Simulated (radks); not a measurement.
Problem. Tc, 43 electrons, occupied as [Kr] 4d5 5s1 5p1 (not the ground configuration). Method: Dirac Kohn-Sham, LDA (Slater exchange, Perdew-Wang correlation), spin-unpolarised, spherical densities, point nucleus; open shells fill j = l - 1/2 first; computed with a radial shooting solver on a logarithmic mesh with Libxc functionals. Some entries of the table are withheld. Estimate them.

orbital  occ.  eigenvalue (hartree)  r(max) (bohr)
1s1/2       2             -765.5297        0.02230
2s1/2       2             -109.2597         0.1264
2p1/2       2             -100.8225            (1)
2p3/2       4             -96.48398            (2)
3s1/2       2             -19.04761         0.3730
3p1/2       2             -15.80287         0.3596
3p3/2       4             -15.07678         0.3691
3d3/2       4                   (3)         0.3093
3d5/2       6                   (4)         0.3120
4s1/2       2              -2.74146         0.9477
4p1/2       2              -1.78925            (5)
4p3/2       4              -1.67923            (6)
4d3/2       4              -0.30103          1.266
4d5/2       1              -0.29031          1.278
5s1/2       1              -0.22451          2.681
5p1/2       1              -0.08449            (7)
5p3/2       0              -0.07856            (8)

Solution. 
(1) 2p1/2 r(max) (bohr): 0.09815
(2) 2p3/2 r(max) (bohr): 0.1021
(3) 3d3/2 eigenvalue (hartree): -9.31390
(4) 3d5/2 eigenvalue (hartree): -9.17419
(5) 4p1/2 r(max) (bohr): 1.004
(6) 4p3/2 r(max) (bohr): 1.029
(7) 5p1/2 r(max) (bohr): 3.467
(8) 5p3/2 r(max) (bohr): 3.586
